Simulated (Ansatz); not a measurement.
Basis-set series for `BO[SiH2]S`. Charge 0, multiplicity 1. All single points use the PBE0-D4/def2-TZVP geometry. It is one conformer, not always the lowest.

```xyz
9

B    -0.8079   -0.1510    1.6606
O     0.1072   -0.4647    0.7199
Si    0.1005   -0.2557   -0.9220
S     1.1814    1.4743   -1.5062
H    -1.8621    0.3310    1.3371
H    -0.5368   -0.3740    2.8061
H     0.7172   -1.4753   -1.4845
H    -1.2822   -0.0367   -1.4065
H     2.3826    0.9520   -1.2044
```

| functional | basis | functions | energy (Eh) | HOMO (eV) | LUMO (eV) |
| --- | --- | --- | --- | --- | --- |
| PBE0-D4 | def2-SVP | 89 | -790.18389 | -7.81 | -0.60 |
| PBE0-D4 | def2-QZVPP | 404 | -790.57901 | -7.93 | -0.82 |
| ωB97M-V | def2-SVP | 89 | -790.47245 | -9.99 | 1.50 |
| ωB97M-V | def2-QZVPP | 404 | -790.86992 | -10.15 | 0.93 |

(1) Give the rows for def2-TZVPP. (An estimate is asked.)

Results:

(1) Computed: 
| functional | basis | functions | energy (Eh) | HOMO (eV) | LUMO (eV) |
| --- | --- | --- | --- | --- | --- |
| PBE0-D4 | def2-TZVPP | 216 | -790.55040 | -7.91 | -0.77 |
| ωB97M-V | def2-TZVPP | 216 | -790.84309 | -10.12 | 1.12 |

Positive LUMOs are unbound and depend on the basis.
